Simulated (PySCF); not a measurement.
H5N2Si2, H4NSi2, FH2NSi2 (calculated)

All values are calculated (PySCF 2.14.0). Calculation on a computer-drawn molecule: the log of a Hartree-Fock and frozen-core CCSD(T) single point meant for a local Hartree-Fock minimum, with one planted fault or none, to be diagnosed. Offsets are logged minus clean, where the clean run is the same molecule without the fault. The reference is restricted for singlets and unrestricted otherwise, and also for a bond in bohr or an excited solution. Adding or removing an electron swaps singlet and doublet. The excited solution moves the top pair (singlet) or top alpha electron (doublet) to the lowest empty orbital. Highest occupied and lowest empty are orbital energies over both spins, largest force is the largest gradient component, triples share is (T) over the correlation energy, the T1 limit is 0.02 restricted and 0.045 unrestricted, electrons count all cores, a negative frequency is imaginary (commonest isotopes), and the dipole is about the centre of nuclear charge.

Common to all runs: meant multiplicity 1; logged SCF converged yes; possible faults no fault, one electron removed, one electron added, multiplicity raised by two, geometry at a saddle point, SCF held on an excited solution, minimal basis STO-3G, one bond length entered in bohr, all coordinates scaled.

(1) 
```xyz
9
formula=H5N2Si2 meant_charge=1 meant_basis=cc-pV(D+d)Z logged_electrons=46 logged_basis_functions=99 logged_spin_squared=0 logged_highest_occupied=-15.318 logged_lowest_empty=-4.4606 logged_largest_force=0.1721 logged_T1_diagnostic=0.015991 logged_D1_diagnostic=0.052816 logged_triples_share=0.026927 logged_CC_converged=yes logged_dipole_magnitude=6.3927 logged_SCF_stable_within_its_kind=yes logged_energy_HF=-689.29728 logged_energy_CCSD(T)=-689.83929 planted_fault=all_coordinates_scaled,by_-9.7_% HF_energy_offset_from_clean_run=81.29 CCSD(T)_energy_offset_from_clean_run=97.9
N     -2.1968     0.8178    -2.1064
Si    -1.6425    -0.3338    -1.5549
N     -1.0032    -0.0769    -0.1017
Si    -0.3106    -0.9179     0.8950
H     -2.6188     1.0029    -2.8825
H     -1.4565    -1.6128    -1.8309
H     -1.1200     0.8071     0.1135
H     -0.1233    -2.1920     0.6235
H      0.0997    -0.3769     2.0221
```

Units: logged_highest_occupied, logged_lowest_empty in eV; logged_largest_force in hartree/bohr; logged_dipole_magnitude in debye; logged_energy_HF, logged_energy_CCSD(T) in hartree; HF_energy_offset_from_clean_run, CCSD(T)_energy_offset_from_clean_run in kcal/mol.

Drawn bonds:
```
atom  other atom  order
   1           2      2
   2           3      1
   3           4      1
   1           5      1
   2           6      1
   3           7      1
   4           8      1
   4           9      1
```

(2) 
```xyz
7
formula=H4NSi2 meant_charge=-1 meant_basis=aug-cc-pV(D+d)Z logged_electrons=39 logged_basis_functions=123 logged_spin_squared=1.0976 logged_highest_occupied=-8.9812 logged_lowest_empty=-0.5698 logged_largest_force=0.038831 logged_T1_diagnostic=0.059065 logged_D1_diagnostic=0.26079 logged_triples_share=0.040985 logged_CC_converged=yes logged_dipole_magnitude=2.879 logged_SCF_stable_within_its_kind=yes logged_energy_HF=-634.56822 logged_energy_CCSD(T)=-634.99352 planted_fault=one_electron_removed HF_energy_offset_from_clean_run=37.02 CCSD(T)_energy_offset_from_clean_run=60.36
N     -2.5134     2.1866     0.5837
Si    -1.5177     1.0116     0.0833
Si     0.8021     0.6339     0.0407
H     -2.0762     2.9089     1.1318
H     -2.2864    -0.0021    -0.7186
H      1.1671     1.2606     1.3787
H      0.6929    -0.8257     0.4719
```

Units: logged_highest_occupied, logged_lowest_empty in eV; logged_largest_force in hartree/bohr; logged_dipole_magnitude in debye; logged_energy_HF, logged_energy_CCSD(T) in hartree; HF_energy_offset_from_clean_run, CCSD(T)_energy_offset_from_clean_run in kcal/mol.

Drawn bonds:
```
atom  other atom  order
   1           2      2
   2           3      1
   1           4      1
   2           5      1
   3           6      1
   3           7      1
```

Notes: T1 above single-reference limit.

(3) 
```xyz
6
formula=FH2NSi2 meant_charge=0 meant_basis=cc-pV(D+d)Z logged_electrons=47 logged_basis_functions=84 logged_spin_squared=0.8271 logged_highest_occupied=-1.7846 logged_lowest_empty=6.4689 logged_largest_force=0.043613 logged_T1_diagnostic=0.024373 logged_D1_diagnostic=0.11708 logged_triples_share=0.029569 logged_CC_converged=yes logged_dipole_magnitude=0.716 logged_SCF_stable_within_its_kind=yes logged_energy_HF=-732.92717 logged_energy_CCSD(T)=-733.50349 planted_fault=one_electron_added HF_energy_offset_from_clean_run=-25.25 CCSD(T)_energy_offset_from_clean_run=-23.4
N     -1.0260     1.2132     0.9568
Si     0.2960     0.8241     0.1697
Si     0.7644    -1.4136    -0.7204
F      2.2221    -1.0551    -1.3593
H     -1.7452     0.5303     1.1246
H      1.2974     1.8946    -0.0291
```

Units: logged_highest_occupied, logged_lowest_empty in eV; logged_largest_force in hartree/bohr; logged_dipole_magnitude in debye; logged_energy_HF, logged_energy_CCSD(T) in hartree; HF_energy_offset_from_clean_run, CCSD(T)_energy_offset_from_clean_run in kcal/mol.

Drawn bonds:
```
atom  other atom  order
   1           2      2
   2           3      1
   3           4      1
   1           5      1
   2           6      1
```

(4) 
```xyz
6
formula=FH2NSi2 meant_charge=0 meant_basis=cc-pV(D+d)Z logged_electrons=46 logged_basis_functions=84 logged_spin_squared=0 logged_highest_occupied=-6.5823 logged_lowest_empty=-2.6455 logged_largest_force=0.041165 logged_dipole_magnitude=1.3389 logged_SCF_stable_within_its_kind=no logged_energy_HF=-732.71787 planted_fault=SCF_held_on_an_excited_solution HF_energy_offset_from_clean_run=106.1
N     -1.0260     1.2132     0.9568
Si     0.2960     0.8241     0.1697
Si     0.7644    -1.4136    -0.7204
F      2.2221    -1.0551    -1.3593
H     -1.7452     0.5303     1.1246
H      1.2974     1.8946    -0.0291
```

Units: logged_highest_occupied, logged_lowest_empty in eV; logged_largest_force in hartree/bohr; logged_dipole_magnitude in debye; logged_energy_HF in hartree; HF_energy_offset_from_clean_run in kcal/mol.

Drawn bonds:
```
atom  other atom  order
   1           2      2
   2           3      1
   3           4      1
   1           5      1
   2           6      1
```

Notes: coupled-cluster numbers left out as unreliable.
